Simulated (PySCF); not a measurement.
# Electron correlation in Xe⁺ (xenon, charge +1)

Starting occupation: [Kr] 4d10 5s2 5p5, 5p1/2 with m_j = +1/2, 5p3/2 with m_j = -3/2, -1/2, +1/2, +3/2. All numbers are calculated (PySCF 2.14, X2C-1e with screened-nucleus spin-orbit coupling, Gaussian nucleus, in x2c-SVPall-2c with one added diffuse shell each of s, p type (7s9p4d, 54 functions)). Frozen: [Ar] 3d10; 25 electrons correlated; the 6 highest virtual spinors left out.

MP2 pair energies summed by pair of shells (mhartree):

| pair | energy | share (%) |
| --- | --- | --- |
| 5p3/2-5p3/2 | -34.08 | 27.6 |
| 5p1/2-5p3/2 | -15.04 | 12.2 |
| 5p3/2-5s1/2 | -13.05 | 10.6 |
| 4d5/2-4p3/2 | -5.87 | 4.7 |
| 4d3/2-4d5/2 | -4.94 | 4.0 |
| 5p1/2-5s1/2 | -4.69 | 3.8 |
| 4p1/2-4p3/2 | -4.47 | 3.6 |
| 4d5/2-5p3/2 | -4.33 | 3.5 |
| 4d3/2-4p3/2 | -4.00 | 3.2 |
| 4d5/2-4d5/2 | -3.72 | 3.0 |
| 4p3/2-4p3/2 | -3.49 | 2.8 |
| 4d5/2-4p1/2 | -3.32 | 2.7 |
| 5s1/2-5s1/2 | -3.22 | 2.6 |
| 4d3/2-5p3/2 | -2.92 | 2.4 |
| 4d3/2-4p1/2 | -2.09 | 1.7 |
| 4d3/2-4d3/2 | -1.72 | 1.4 |
| 4d5/2-5s1/2 | -1.54 | 1.2 |
| 4p3/2-5p3/2 | -1.44 | 1.2 |
| 4d5/2-4s1/2 | -1.06 | 0.9 |
| 4p1/2-5p3/2 | -0.96 | 0.8 |
| 4d3/2-5s1/2 | -0.96 | 0.8 |
| 4d5/2-5p1/2 | -0.92 | 0.7 |
| 4p1/2-4p1/2 | -0.88 | 0.7 |
| 4d3/2-5p1/2 | -0.87 | 0.7 |
| 4d3/2-4s1/2 | -0.71 | 0.6 |
| 4p3/2-4s1/2 | -0.63 | 0.5 |
| 4p3/2-5s1/2 | -0.57 | 0.5 |
| 4p3/2-5p1/2 | -0.47 | 0.4 |
| 4s1/2-4s1/2 | -0.38 | 0.3 |
| 4p1/2-4s1/2 | -0.36 | 0.3 |

Total MP2 correlation energy: -123.60 mhartree.

This basis was not built for core-valence correlation, so the inner-shell part is incomplete.
